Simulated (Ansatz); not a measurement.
Species: gallium atom, Ga, charge 0, multiplicity 2.

Wanted: ionisation energy to the singlet, in eV. Terms: UHF or UKS for open shells; 6-31G* and kin with 6d, 5d where marked; each state is the SCF solution reached for its charge and spin; non-relativistic; no spin-orbit coupling.

```csv
species,coefficient,"E at PBE/6-31G* (Ansatz), Eh","E at B3LYP/def2-TZVPD (Ansatz), Eh"
"charge 1, singlet",+1,-1924.02935,-1924.64070
"charge 0, doublet",-1,-1924.24987,-1924.86131
```

Measured values: NIST ASD by pymatgen's periodic table; they hold spin-orbit and core effects.  Value to compare with, the measured value: 6.00 eV. 1 Eh = 27.2114 eV.

Compute it at each level from the table, and compare with the measured value.


- PBE/6-31G*: the sum of coefficient times E is 0.22052 Eh, or 6.001 eV. Result: 6.00 eV. Its error against the measured value is 0.00 eV.
- B3LYP/def2-TZVPD: the sum of coefficient times E is 0.22061 Eh, or 6.003 eV. Result: 6.00 eV. Its error against the measured value is 0.00 eV.

Ansatz is a quantum-chemistry and plane-wave program.
